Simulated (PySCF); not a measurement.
# Correlation energy of Ir²⁺ (iridium, charge +2)

Starting occupation: [Xe] 4f14 5d6 6s1, 5d3/2 with m_j = +3/2, 5d5/2 with m_j = -3/2, -1/2, +1/2, +3/2, +5/2, 6s1/2 with m_j = +1/2. All numbers are calculated (PySCF 2.14, X2C-1e with screened-nucleus spin-orbit coupling, Gaussian nucleus, in x2c-TZVPall-2c with one added diffuse shell each of s, p, d type (12s12p11d2f, 117 functions)). Frozen: [Kr] 4d10 4f14; 15 electrons correlated; the 34 highest virtual spinors left out.

MP2 pair energies summed by pair of shells (mhartree):

```csv
pair,energy,share (%)
5d-5p,-89.03,33.8
5d-5d,-63.46,24.1
5p-5p,-43.64,16.6
5d-6s,-25.03,9.5
5p-5s,-14.91,5.7
5p-6s,-14.10,5.4
5d-5s,-9.67,3.7
5s-5s,-2.90,1.1
5s-6s,-0.84,0.3
```

Total MP2 correlation energy: -263.59 mhartree.

The GHF reference relaxed away from the jj start to a determinant that is no pure jj level (⟨S²⟩ = 8.47, ⟨J²⟩ = 24.76); the energies belong to that determinant.

This basis was not built for core-valence correlation, so the inner-shell part is incomplete.
